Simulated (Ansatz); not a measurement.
Reaction (formal exchange of groups at a Ge–F bond): `[F][GeH2][GeH3]` + `[SiH3][GeH3]` → `[SiH3][GeH2][GeH2][GeH3]` + H–F

Gas-phase electronic energies from Ansatz, PBE0-D4/def2-TZVP geometries. CCSD(T)/CBS is the MP2 limit (def2-TZVPP, def2-QZVPP) plus CCSD(T) − MP2 in def2-TZVPP, frozen cores. This one scheme is used for every species. DFT in def2-TZVPP. HSE06 is defined as in plane-wave codes. For Ge outer-core shells are correlated without core-valence functions, which leaves a few kJ/mol of doubt a bond. Scalar relativity is left out up to krypton. One conformer a species, not always the lowest.

`[F][GeH2][GeH3]`:

Cartesian coordinates in Å:
```
F -0.284 -2.273 0.474
Ge -0.704 -0.845 -0.447
Ge 0.689 0.952 0.396
H -0.434 -1.210 -1.917
H -2.210 -0.634 -0.211
H 0.398 1.180 1.885
H 0.375 2.238 -0.385
H 2.169 0.593 0.205
```

`[SiH3][GeH3]`:

Cartesian coordinates in Å:
```
Si 1.084 0.288 -0.428
Ge -1.063 -0.283 0.420
H 0.989 1.497 -1.287
H 1.628 -0.834 -1.238
H 2.018 0.568 0.694
H -1.633 0.868 1.266
H -0.979 -1.538 1.305
H -2.043 -0.567 -0.731
```

`[SiH3][GeH2][GeH2][GeH3]`:

Cartesian coordinates in Å:
```
Si -0.579 0.130 -2.346
Ge -1.493 0.734 -0.236
Ge 0.271 0.817 1.428
Ge 1.486 -1.280 1.442
H -1.627 0.098 -3.401
H 0.469 1.110 -2.737
H 0.044 -1.216 -2.244
H -2.534 -0.313 0.201
H -2.203 2.098 -0.324
H -0.318 1.091 2.825
H 1.240 1.965 1.088
H 0.512 -2.448 1.670
H 2.180 -1.484 0.084
H 2.552 -1.302 2.549
```

H–F:

Z-matrix (Å, degrees):
```
F
H 1 0.920
```

Question: Is it downhill or uphill in electronic energy at CCSD(T)/CBS, and by how much? (An estimate is asked.)

Answer: Ansatz gave: Nearly level: ΔE = -0.5 kcal/mol.

Question: What do these levels give: CAM-B3LYP-D4, PBE, r2SCAN, PBE0, HSE06, RPA@PBE/def2-TZVPP, HF/def2-SVP, MP2/def2-SVP, CCSD(T)/def2-SVP, MP2/def2-TZVPP, SCS-MP2/def2-TZVPP, MP2/def2-QZVPP? (Best estimate.)

Answer: The calculation gave: CAM-B3LYP-D4 5.0, PBE 2.4, r2SCAN 3.5, PBE0 1.6, HSE06 1.5, RPA@PBE/def2-TZVPP 1.9, HF/def2-SVP 10.6, MP2/def2-SVP 3.6, CCSD(T)/def2-SVP 4.6, MP2/def2-TZVPP -1.0, SCS-MP2/def2-TZVPP 2.4, MP2/def2-QZVPP -1.2 kcal/mol.

Largest T1 diagnostic among the species: 0.012.

From PBE to PBE0 (25 % exact exchange), in def2-TZVPP and without D4, ΔE moves by −0.8 kcal/mol. The D4 term adds −3.6 kcal/mol with B3LYP and −2.1 kcal/mol with PBE0; it sums over pairs of atoms, weighted by their polarisabilities, and B3LYP, whose exchange is more repulsive, gets the larger term. Leaving LDA and LC-ωPBE aside and taking each functional with its dispersion term where it has one, the values, not all of them listed here, spread over 7.9 kcal/mol, from HSE06-D4 to B97M-V. LDA lies −2.5 kcal/mol from PBE without D4.

B3LYP here is the variant with VWN-RPA as its local correlation; programs differ in this.
